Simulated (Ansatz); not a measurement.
Two members of one family ([Cu(II)A2B2]), computed with Ansatz in the gas phase. The two geometries come from different levels. HOMO and LUMO are taken over both spins. Binding counts from free atoms in the multiplicity of their measured ground term, without zero-point energy. Names give formal oxidation states. The structures are stationary points that may keep the symmetry of their start.

First: cis-Cu(H2O)2Cl2 (doublet, charge 0, PBE-D4/def2-SVP geometry).

```xyz
9

Cu    0.5373    0.2917   -0.1492
O    -1.4125    0.2727   -0.9115
H    -1.1203    0.9894   -1.5484
H    -1.9982    0.7361   -0.2788
O    -0.0609   -1.0728    1.3217
H     0.8979   -1.1098    1.6099
H    -0.2196   -1.9390    0.8963
Cl    2.5651   -0.1093    0.6805
Cl    0.8112    1.9409   -1.6205
```

```tsv
level	HOMO (eV)	LUMO (eV)	gap (eV)	binding per atom (eV)
PBE-D4/def2-SVP	-5.85	-4.97	0.88	3.20
PBE-D4/def2-TZVP	-6.24	-5.34	0.90	3.11
r2SCAN-D4/def2-TZVP	-6.74	-5.27	1.47	3.10
PBE0-D4/def2-TZVP	-8.01	-4.12	3.88	3.00
PBE0-D4/def2-TZVPD	-8.08	-4.18	3.90	3.01
```

Metal–donor distances: 2 × O 2.09 Å, 2 × Cl 2.23 Å.

Second: cis-Cu(NH3)2Cl2 (doublet, charge 0, r2SCAN-D4/def2-SVP geometry).

| atom | x (Å) | y (Å) | z (Å) |
| --- | --- | --- | --- |
| Cu1 | 0.1280 | -0.3345 | -0.7762 |
| N2 | -1.1924 | -0.8245 | 0.7606 |
| H3 | -1.9212 | -1.2192 | 0.1511 |
| H4 | -1.6078 | -0.0936 | 1.3406 |
| H5 | -0.8727 | -1.5687 | 1.3829 |
| N6 | 1.0295 | 1.2517 | 0.2310 |
| H7 | 1.9394 | 1.1735 | -0.2427 |
| H8 | 1.1776 | 1.2101 | 1.2404 |
| H9 | 0.6452 | 2.1729 | 0.0124 |
| Cl10 | 2.0172 | -0.4949 | -1.9414 |
| Cl11 | -1.3428 | -1.2727 | -2.1587 |

Problem. Estimate how these quantities change from the first to the second (second minus first).

Solution. 
| level | Δ HOMO (eV) | Δ LUMO (eV) | Δ gap (eV) | Δ binding per atom (eV) |
| --- | --- | --- | --- | --- |
| PBE-D4/def2-SVP | 1.03 | 1.00 | -0.03 | -0.01 |
| PBE-D4/def2-TZVP | 0.96 | 0.92 | -0.04 | 0.02 |
| r2SCAN-D4/def2-TZVP | 1.01 | 0.95 | -0.06 | -0.01 |
| PBE0-D4/def2-TZVP | 1.04 | 0.96 | -0.08 | 0.05 |
| PBE0-D4/def2-TZVPD | 1.00 | 0.92 | -0.09 | 0.04 |

Metal–donor distances: 2 × N 2.08 Å, 2 × Cl 2.23 Å.
